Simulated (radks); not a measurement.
The cobalt ion Co17+, 10 electrons, occupied as [Ne].

Calculated with a radial shooting solver on a logarithmic mesh with Libxc functionals: non-relativistic Kohn-Sham, PBE, spin-polarised, spherical densities, point nucleus.

Energy parts (hartree):
part                       energy
total                 -1236.91308
kinetic                1236.50324
electron-nucleus      -2678.43710
Hartree                 247.01297
exchange-correlation    -41.99219

Orbitals (lengths in bohr, moments of r in powers of bohr; <r^-3> diverges for s and p1/2):
orbital  occ.  eigenvalue (hartree)  <r^-3>
1s          2             -298.7191       -
2s          2             -53.63408       -
2p          6             -49.58354   547.2

The highest occupied level is 2p at -1349.2 eV. The density falls to 0.001 e/bohr^3 at r = 0.86 bohr. The electron density at the nucleus is 1.326e+04 e/bohr^3. Virial ratio -V/T = 2.00033. For comparison, the ionisation energy in NIST's Atomic Spectra Database is 1397.2 eV (measured). In exact Kohn-Sham theory the highest level is minus the ionisation energy, but local and semilocal functionals leave it too shallow, through self-interaction and a potential that decays too fast; potentials with the right tail come closer.
